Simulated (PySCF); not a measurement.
Geometry:
```json
{"atom": "C1", "x (Å)": "-2.577", "y (Å)": "-0.604", "z (Å)": "0.610"}
{"atom": "C2", "x (Å)": "-1.644", "y (Å)": "0.502", "z (Å)": "0.132"}
{"atom": "C3", "x (Å)": "-0.232", "y (Å)": "0.041", "z (Å)": "0.024"}
{"atom": "C4", "x (Å)": "0.359", "y (Å)": "-1.178", "z (Å)": "0.256"}
{"atom": "C5", "x (Å)": "1.730", "y (Å)": "-0.979", "z (Å)": "-0.020"}
{"atom": "C6", "x (Å)": "2.819", "y (Å)": "-1.933", "z (Å)": "0.058"}
{"atom": "O7", "x (Å)": "2.713", "y (Å)": "-3.091", "z (Å)": "0.381"}
{"atom": "N8", "x (Å)": "1.943", "y (Å)": "0.283", "z (Å)": "-0.395"}
{"atom": "N9", "x (Å)": "0.768", "y (Å)": "0.879", "z (Å)": "-0.365"}
{"atom": "C10", "x (Å)": "0.646", "y (Å)": "2.259", "z (Å)": "-0.731"}
{"atom": "H11", "x (Å)": "-3.594", "y (Å)": "-0.228", "z (Å)": "0.686"}
{"atom": "H12", "x (Å)": "-2.268", "y (Å)": "-0.966", "z (Å)": "1.588"}
{"atom": "H13", "x (Å)": "-2.568", "y (Å)": "-1.437", "z (Å)": "-0.087"}
{"atom": "H14", "x (Å)": "-1.979", "y (Å)": "0.865", "z (Å)": "-0.845"}
{"atom": "H15", "x (Å)": "-1.694", "y (Å)": "1.348", "z (Å)": "0.825"}
{"atom": "H16", "x (Å)": "-0.094", "y (Å)": "-2.093", "z (Å)": "0.575"}
{"atom": "H17", "x (Å)": "3.796", "y (Å)": "-1.492", "z (Å)": "-0.216"}
{"atom": "H18", "x (Å)": "-0.020", "y (Å)": "2.371", "z (Å)": "-1.589"}
{"atom": "H19", "x (Å)": "0.252", "y (Å)": "2.845", "z (Å)": "0.102"}
{"atom": "H20", "x (Å)": "1.638", "y (Å)": "2.620", "z (Å)": "-0.991"}
```

Computational details: NMR shieldings at PBE0/pcSseg-1/GIAO, GFN2-xTB geometry, in PySCF (a single conformation, non-relativistic, gas phase, fast rotation and ring inversion assumed for equivalent nuclei).

Referencing at the same level of theory: TMS for 13C.

Do the 13C shifts follow the atomic charges (in e)? Tabulate both.

Results:


| atoms | hybridisation | δ (ppm) | σ para (ppm) | Hirshfeld | IAO | Mulliken | ESP-fitted |
| --- | --- | --- | --- | --- | --- | --- | --- |
| C6 | sp2 | 190.9 | -245 | +0.11 | +0.24 | +0.35 | +0.36 |
| C5 | sp2 | 155.0 | -229 | -0.01 | +0.01 | +0.03 | +0.33 |
| C3 | sp2 | 149.4 | -223 | +0.04 | +0.06 | +0.27 | -0.09 |
| C4 | sp2 | 110.4 | -182 | -0.09 | -0.24 | -0.27 | -0.46 |
| C10 | sp3 | 38.2 | -98 | -0.05 | -0.32 | -0.03 | -0.39 |
| C2 | sp3 | 22.9 | -84 | -0.06 | -0.27 | -0.19 | +0.20 |
| C1 | sp3 | 12.6 | -72 | -0.11 | -0.41 | -0.26 | -0.40 |

Correlation coefficients of δ with charge over these carbons: Hirshfeld +0.82, IAO +0.94, Mulliken +0.77, ESP-fitted +0.54; with the paramagnetic shielding -0.99. Among the 4 sp2 carbons alone: Hirshfeld +0.96, IAO +0.99, Mulliken +0.89, ESP-fitted +0.90. With so few points, grouped by hybridisation, these coefficients are fragile. Charge is one influence among several: hybridisation and low-lying excitations act through the paramagnetic term.

Shifts are as computed. Against solution values, carbons near 30 ppm lie about +3 ppm off and those near 130 ppm about +5 ppm. Of 1211 compounds with measured shifts, 218 miss one by over three times the rms of a fit or turn the order of signals round; such compounds aren't used in these exercises.
